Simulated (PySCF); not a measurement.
## Relaxation of singlet IF₃

All numbers come from PySCF, PBE0, basis I def2-TZVP with ECP28, F def2-TZVP (scalar-relativistic core potentials, no spin–orbit coupling, density fitting). A (50,194) grid was used.

A start displaced from a saddle point along its imaginary mode, with no symmetry imposed:

```xyz
4
charge 0 multiplicity 1, angstrom
I     0.0557   -0.0190   -0.3625
F     1.5922    0.1198    0.6847
F    -0.9047    1.1482    0.9270
F    -1.0597   -1.1411    0.8097
```

**Question.** What forces act on the atoms at the start (eV/Å)?

**Answer.** 
| atom | Fx | Fy | Fz |
| --- | --- | --- | --- |
| I1 | -0.31 | -0.81 | 0.40 |
| F2 | 0.09 | 0.78 | -0.01 |
| F3 | 0.58 | -0.07 | 0.16 |
| F4 | -0.36 | 0.09 | -0.56 |

**Question.** What does it relax to?

**Answer.** It ends at C2v with I–F 1.859 Å, I–F 1.934 Å (×2); F–I–F 83.7° (×2), F–I–F 167.3° (after a last refinement on a finer grid). A frequency run shows a minimum. Other isomers or separated fragments may lie lower.

**Question.** How much energy is released, and in how many steps?

**Answer.** 238.8 kJ/mol in 9 steps.
